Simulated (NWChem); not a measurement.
System: CH6ClNSi; SMILES [SiH2](NC)Cl

NWChem input:

```
start job
memory heap 200 mb stack 900 mb global 1100 mb
geometry units angstroms noautoz
  Si    -0.680604     0.116693    -0.158995
  Cl     0.427499     1.357271     1.106449
  N      0.112775    -1.326647    -0.628475
  C      0.357403    -2.460489     0.234338
  H     -1.906962    -0.239668     0.603606
  H     -0.955081     0.903058    -1.390080
  H      0.746050    -1.268162    -1.419318
  H      1.323793    -2.410811     0.769389
  H     -0.433965    -2.525163     0.997504
  H      0.332670    -3.405173    -0.333554
end
basis spherical
  * library def2-svp
end
dft
  xc r2scan
  grid fine
  iterations 150
  mulliken
end
task dft gradient
```

Parts of the log:

```
             Northwest Computational Chemistry Package (NWChem) 7.3.0
             --------------------------------------------------------

 C1  symmetry detected

                             Geometry "geometry" -> ""
                             -------------------------

 Output coordinates in angstroms (scale by  1.889725989 to convert to a.u.)

  No.       Tag          Charge          X              Y              Z
 ---- ---------------- ---------- -------------- -------------- --------------
    1 Si                  14.0000    -0.82402647    -0.10111379    -0.14244592
    2 Cl                  17.0000     0.46484310    -1.73496196     0.05153843
    3 N                    7.0000    -0.19726226     1.38358864     0.43713788
    4 C                    6.0000     0.84332870     2.15500818    -0.20471035
    5 H                    1.0000    -1.08779070     0.02937523    -1.60049545
    6 H                    1.0000    -2.03765751    -0.42140579     0.65366371
    7 H                    1.0000    -0.29053324     1.56662333     1.43096342
    8 H                    1.0000     1.86302344     1.89187524     0.13239618
    9 H                    1.0000     0.80884713     1.99327401    -1.29352689
   10 H                    1.0000     0.69901242     3.23503480    -0.03661452

 Effective nuclear repulsion energy (a.u.)     216.7198506216

                                 NWChem DFT Module
                                 -----------------

 Summary of "ao basis" -> "ao basis" (spherical)
 ------------------------------------------------------------------------------
       Tag                 Description            Shells   Functions and Types
 ---------------- ------------------------------  ------  ---------------------
 Si                         def2-svp                 8       18   4s3p1d
 Cl                         def2-svp                 8       18   4s3p1d
 N                          def2-svp                 6       14   3s2p1d
 C                          def2-svp                 6       14   3s2p1d
 H                          def2-svp                 3        5   2s1p

            General Information
            -------------------
          SCF calculation type: DFT
          Wavefunction type:  closed shell.
          No. of atoms     :    10
          No. of electrons :    50
           Alpha electrons :    25
            Beta electrons :    25
          Charge           :     0
          Spin multiplicity:     1
          Use of symmetry is: off; symmetry adaption is: off
          Maximum number of iterations: 150
          AO basis - number of functions:    94
                     number of shells:    46
          Convergence on energy requested:  1.00D-06
          Convergence on density requested:  1.00D-05
          Convergence on gradient requested:  5.00D-04

              XC Information
              --------------
                      r^2SCAN Method XC Functional
               r^2SCAN metaGGA Exchange Functional  1.000
                     r^2SCAN Correlation Potential  1.000

             Grid Information
             ----------------
          Grid used for XC integration:  fine
          Radial quadrature: Mura-Knowles
          Angular quadrature: Lebedev.
          Tag              B.-S. Rad. Rad. Pts. Rad. Cut. Ang. Pts.
          ---              ---------- --------- --------- ---------
          Si                  1.10      123          11.0       770
          Cl                  1.00      123          12.0       770
          N                   0.65       70           9.0       590
          C                   0.70       70          11.0       590
          H                   0.35       60          12.0       590
          Grid pruning is: on
          Number of quadrature shells:   746
          Spatial weights used:  Erf1

      Superposition of Atomic Density Guess
      -------------------------------------

 Sum of atomic energies:        -842.92672970

      Non-variational initial energy
      ------------------------------

 Total energy =    -844.749699
 1-e energy   =   -1593.610611
 2-e energy   =     532.141062
 HOMO         =      -0.305016
 LUMO         =       0.077152

     ---------------------------------------------
      Total Density - Mulliken Population Analysis
     ---------------------------------------------

    Atom       Charge   Shell Charges
 -----------   ------   -------------------------------------------------------
    1 Si  14    13.11   2.00  1.99  0.95  0.19  5.93  0.98  0.84  0.23
    2 Cl  17    17.45   2.00  1.99  1.22  0.72  5.94  2.17  3.39  0.01
    3 N    7     7.74   1.99  1.03  0.47  2.55  1.69  0.01
    4 C    6     6.02   1.99  0.93  0.19  1.94  0.93  0.04
    5 H    1     1.09   0.70  0.38  0.01
    6 H    1     1.08   0.70  0.37  0.01
    7 H    1     0.75   0.60  0.11  0.04
    8 H    1     0.92   0.69  0.21  0.02
    9 H    1     0.92   0.68  0.21  0.02
   10 H    1     0.92   0.69  0.21  0.02

[...]

                         DFT ENERGY GRADIENTS

    atom               coordinates                        gradient
                 x          y          z           x          y          z
   1 Si     -1.557184  -0.191077  -0.269184    0.001712  -0.000528   0.000696
   2 Cl      0.878426  -3.278603   0.097394   -0.001353   0.001578  -0.000101
   3 N      -0.372772   2.614603   0.826071    0.003224   0.001875  -0.000130
   4 C       1.593660   4.072375  -0.386846   -0.002565  -0.001955   0.001620
   5 H      -2.055626   0.055511  -3.024498   -0.000097  -0.000116  -0.000376
   6 H      -3.850614  -0.796341   1.235245   -0.000213  -0.000196   0.000102
   7 H      -0.549028   2.960489   2.704129   -0.000097  -0.000534  -0.001803
   8 H       3.520604   3.575126   0.250193   -0.000732   0.000126  -0.000228
   9 H       1.528499   3.766742  -2.444411    0.000113   0.000223   0.000328
  10 H       1.320942   6.113329  -0.069191    0.000007  -0.000473  -0.000106
```

Level: r2SCAN/def2-SVP. Geometry: optimised at PBE0/def2-SVP.
